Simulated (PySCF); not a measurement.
Sn(Cl)3(SiH3) (Cl₃H₃SiSn), SMILES [SiH3][Sn]([Cl])([Cl])[Cl]. Geometry: PBE-D3(BJ)/def2-SVP. The structure was generated by enumeration; whether it is a known compound was not checked. The def2 effective core potentials stand for the cores of Sn; spin–orbit coupling is left out.

Computed equilibrium geometry at PBE-D3(BJ)/def2-SVP (PySCF confirms it by a frequency run) as bond lengths and angles, and its point group:
point group C3v.
Atoms: Si1 Sn2 Cl3 Cl4 Cl5 H6 H7 H8. Bonded distances (Å): Si1–Sn2 2.587, Si1–H6 1.499, Si1–H7 1.499, Si1–H8 1.499, Sn2–Cl3 2.366, Sn2–Cl4 2.366, Sn2–Cl5 2.366. Angles (°): Sn2–Si1–H6 107.1, Sn2–Si1–H7 107.1, Sn2–Si1–H8 107.1, H6–Si1–H7 111.7, H6–Si1–H8 111.7, H7–Si1–H8 111.7, Si1–Sn2–Cl3 112.3, Si1–Sn2–Cl4 112.3, Si1–Sn2–Cl5 112.3, Cl3–Sn2–Cl4 106.5, Cl3–Sn2–Cl5 106.5, Cl4–Sn2–Cl5 106.5.
Charge 0, spin multiplicity 1.
